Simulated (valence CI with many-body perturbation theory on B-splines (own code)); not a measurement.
**Tc XXXVIII: electric-dipole lines**

Computed by configuration interaction combined with many-body perturbation theory (CI+MBPT): four valence electrons over a frozen Dirac-Fock core [He], radial functions for each j: 11 s, 11 p, 10 d, 8 f, 5 g, 2 h, with the one-electron correlation potential Σ1, the two-electron term Σ2, the three-electron term Σ3, Breit, model QED; selected CI, second order for the rest, scaled by the run's own slope (own B-spline code, finite nucleus).

The last digits are not significant, and no measured levels were compared; by estimate large intervals hold to a few tenths of a per cent, small ones and those within an open d or f shell to about a per cent. Among the levels kept, up to 1000 cm⁻¹ of a level comes from second order outside the variational space, and about a tenth of that is noise between levels of different J, which matters for small intervals.

Lines 101 to 150 of 546 in falling wavelength, among levels below 3669.2 eV, chosen from the strongest by gf and those to the six lowest levels. Wavelengths and rates use the calculated energies. Electric multipoles are in the length gauge, E1 and E2 with the static RPA response of the core. Weak lines are less certain than strong ones. Lines between different terms over intervals too small for the method are left out, as are lines whose strength nearly cancels. Where a level lies close to another of its J and parity, the split of strength between their lines is uncertain. The highest levels of a list are the least certain.

Levels are named by their leading jj configuration (3d3/2^4 stands for four electrons in 3d with j = 3/2), which in mixed levels can hold well under half, so a name can repeat and another be missing. Letters in brackets count levels of one name in rising energy.

| λ vac (Å) | Upper | Lower | A (s⁻¹) | S (a.u.) |
| --- | --- | --- | --- | --- |
| 146.3 | (2s^2 2p1/2 3p3/2) J=1 | (2s^2 2p1/2 3s) J=0 | 1.16e+10 | 5.40e-02 |
| 146.1 | (2s 2p1/2^2 3p3/2) J=2 | (2s 2p1/2^2 3s) J=1 | 2.24e+10 | 1.72e-01 |
| 146.0 | (2s 2p1/2 2p3/2 3d3/2) J=2 [c] | (2s 2p1/2 2p3/2 3p1/2) J=1 [b] | 6.01e+09 | 4.61e-02 |
| 145.7 | (2s 2p3/2^2 3p3/2) J=3 [a] | (2s 2p3/2^2 3s) J=3 [a] | 4.01e+09 | 4.28e-02 |
| 145.4 | (2p1/2 2p3/2^2 3p3/2) J=1 [b] | (2p1/2 2p3/2^2 3s) J=2 [b] | 9.01e+09 | 4.10e-02 |
| 144.9 | (2s 2p3/2^2 3p3/2) J=4 | (2s 2p3/2^2 3s) J=3 [a] | 8.48e+09 | 1.15e-01 |
| 144.2 | (2s 2p3/2^2 3p3/2) J=2 [c] | (2s 2p3/2^2 3s) J=1 [b] | 1.33e+10 | 9.87e-02 |
| 144.0 | (2s^2 2p1/2 3p3/2) J=2 | (2s^2 2p1/2 3s) J=1 | 2.09e+10 | 1.54e-01 |
| 143.0 | (2s^2 2p3/2 3d3/2) J=1 | (2s^2 2p3/2 3p1/2) J=1 | 1.04e+10 | 4.49e-02 |
| 140.9 | (2s 2p3/2^2 3p3/2) J=2 [a] | (2s 2p3/2^2 3s) J=2 | 1.50e+10 | 1.03e-01 |
| 138.0 | (2p1/2^2 2p3/2 3p3/2) J=2 | (2p1/2^2 2p3/2 3s) J=2 | 9.61e+09 | 6.24e-02 |
| 137.3 | (2s^2 2p3/2 3p3/2) J=2 | (2s^2 2p3/2 3s) J=1 | 1.14e+10 | 7.26e-02 |
| 137.0 | (2s 2p1/2 2p3/2 3p3/2) J=1 [c] | (2s 2p1/2 2p3/2 3s) J=1 [b] | 1.27e+10 | 4.83e-02 |
| 130.9 | (2p1/2 2p3/2^2 3p3/2) J=2 [b] | (2p1/2 2p3/2^2 3s) J=2 [b] | 2.12e+10 | 1.17e-01 |
| 130.3 | (2s 2p1/2 2p3/2 3p3/2) J=3 [b] | (2s 2p1/2 2p3/2 3s) J=3 | 1.12e+10 | 8.58e-02 |
| 130.1 | (2p1/2 2p3/2^2 3p3/2) J=1 [b] | (2p1/2 2p3/2^2 3s) J=1 [a] | 1.29e+10 | 4.21e-02 |
| 130.0 | (2s 2p1/2 2p3/2 3p3/2) J=2 [a] | (2s 2p1/2 2p3/2 3s) J=2 [a] | 9.41e+09 | 5.10e-02 |
| 129.3 | (2p1/2^2 2p3/2 3p3/2) J=0 | (2p1/2^2 2p3/2 3s) J=1 | 3.73e+10 | 3.98e-02 |
| 129.1 | (2s^2 2p3/2 3p3/2) J=2 | (2s^2 2p3/2 3s) J=2 | 1.03e+10 | 5.48e-02 |
| 128.1 | (2s 2p3/2^2 3p3/2) J=1 [c] | (2s 2p3/2^2 3s) J=1 [b] | 1.37e+10 | 4.27e-02 |
| 120.6 | (2s 2p1/2 2p3/2 3p1/2) J=3 | (2s^2 2p3/2 3p1/2) J=2 | 6.83e+09 | 4.14e-02 |
| 118.4 | (2s^2 2p3/2 3p3/2) J=0 | (2s^2 2p3/2 3s) J=1 | 3.96e+10 | 3.24e-02 |
| 115.4 | (2p1/2 2p3/2^2 3p1/2) J=3 | (2s 2p3/2^2 3p1/2) J=2 [b] | 1.08e+10 | 5.74e-02 |
| 112.1 | (2s 2p1/2 2p3/2 3s) J=3 | (2s^2 2p3/2 3s) J=2 | 7.09e+09 | 3.46e-02 |
| 104.6 | (2s 2p1/2^2 2p3/2) J=2 | (2s^2 2p1/2 2p3/2) J=2 | 1.95e+09 | 5.51e-03 |
| 94.49 | (2s 2p1/2^2 2p3/2) J=2 | (2s^2 2p1/2 2p3/2) J=1 | 3.91e+09 | 8.13e-03 |
| 94.17 | (2s 2p1/2 2p3/2^2) J=3 | (2s^2 2p3/2^2) J=2 | 5.47e+09 | 1.58e-02 |
| 80.59 | (2s 2p1/2 2p3/2^2) J=1 [b] | (2s^2 2p3/2^2) J=0 | 5.36e+09 | 4.15e-03 |
| 78.70 | (2p1/2 2p3/2^2 3p3/2) J=3 [a] | (2s 2p3/2^2 3p3/2) J=4 | 1.50e+10 | 2.53e-02 |
| 76.13 | (2p1/2 2p3/2^2 3p1/2) J=3 | (2s 2p3/2^2 3p1/2) J=3 | 2.07e+10 | 3.15e-02 |
| 73.88 | (2s 2p1/2^2 2p3/2) J=1 | (2s^2 2p1/2 2p3/2) J=2 | 9.54e+09 | 5.70e-03 |
| 73.80 | (2s 2p1/2 2p3/2^2) J=1 [a] | (2s^2 2p3/2^2) J=2 | 2.52e+09 | 1.50e-03 |
| 72.49 | (2p1/2 2p3/2^2 3s) J=2 [b] | (2s 2p3/2^2 3s) J=2 | 2.71e+10 | 2.54e-02 |
| 71.93 | (2p1/2^2 2p3/2 3s) J=1 | (2s 2p1/2 2p3/2 3s) J=2 [b] | 4.26e+10 | 2.35e-02 |
| 71.86 | (2p1/2^2 2p3/2 3d5/2) J=3 | (2s 2p1/2 2p3/2 3d5/2) J=4 [b] | 2.33e+10 | 2.98e-02 |
| 71.14 | (2p1/2 2p3/2^2 3p3/2) J=4 | (2s 2p3/2^2 3p3/2) J=4 | 2.10e+10 | 3.35e-02 |
| 71.04 | (2p1/2^2 2p3/2 3p3/2) J=2 | (2s 2p1/2 2p3/2 3p3/2) J=3 [b] | 2.67e+10 | 2.36e-02 |
| 70.98 | (2p1/2^2 2p3/2 3d3/2) J=3 | (2s 2p1/2 2p3/2 3d3/2) J=4 | 2.84e+10 | 3.51e-02 |
| 70.74 | (2p1/2^2 2p3/2 3p3/2) J=3 | (2s 2p1/2 2p3/2 3p3/2) J=4 | 2.91e+10 | 3.56e-02 |
| 70.62 | (2p1/2^2 2p3/2 3p1/2) J=2 | (2s 2p1/2 2p3/2 3p1/2) J=3 | 2.85e+10 | 2.47e-02 |
| 70.37 | (2p1/2^2 2p3/2 3d5/2) J=4 | (2s 2p1/2 2p3/2 3d5/2) J=5 | 3.36e+10 | 5.20e-02 |
| 69.79 | (2s 2p1/2 2p3/2^2) J=2 [b] | (2s^2 2p3/2^2) J=2 | 5.76e+09 | 4.83e-03 |
| 68.95 | (2p1/2^2 2p3/2 3s) J=2 | (2s 2p1/2 2p3/2 3s) J=3 | 2.63e+10 | 2.13e-02 |
| 67.47 | (2p1/2 2p3/2^3) J=2 | (2s 2p3/2^3) J=2 | 3.65e+10 | 2.76e-02 |
| 67.46 | (2s 2p1/2 2p3/2^2) J=1 [b] | (2s^2 2p3/2^2) J=2 | 4.02e+09 | 1.83e-03 |
| 63.60 | (2p1/2^2 2p3/2^2) J=2 | (2s 2p1/2 2p3/2^2) J=3 | 4.85e+10 | 3.08e-02 |
| 55.94 | (2s 2p3/2^2 3p3/2) J=3 [a] | (2s^2 2p3/2 3p3/2) J=2 | 2.70e+10 | 1.63e-02 |
| 53.26 | (2p1/2 2p3/2^2 3p3/2) J=2 [a] | (2s 2p1/2 2p3/2 3p3/2) J=1 [c] | 4.17e+10 | 1.56e-02 |
| 52.84 | (2s 2p3/2^2 3d5/2) J=5 | (2s^2 2p3/2 3d5/2) J=4 | 2.45e+10 | 1.97e-02 |
| 51.95 | (2s 2p3/2^2 3p3/2) J=4 | (2s^2 2p3/2 3p3/2) J=3 | 2.58e+10 | 1.61e-02 |
